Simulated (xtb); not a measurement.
xtb input:

```bash
xtb mol.xyz --gfn 2 --ohess tight --chrg 1 --uhf 0
```
mol.xyz:
```
10

Si    -2.51154745    -0.06256119    -0.65476421
O     -0.71230971    -0.51276856    -0.75810881
Si     0.67196581     0.39750024    -0.21282857
Cl     0.18484643     0.93498848     1.62199187
Cl     2.10428856    -0.96344640    -0.35510911
H     -2.42470470     1.38688869    -0.61191487
H     -2.89982959    -0.61888330     0.68217118
H     -3.09250122    -0.63789956    -1.83334244
H     -0.57334143    -1.32467879    -1.17005216
H      0.81157994     1.49271388    -1.10531838
```

Problem. Predict the final energy.

Solution. -18.90738 Eh (GFN2-xTB).

It need not be the lowest isomer of its formula.
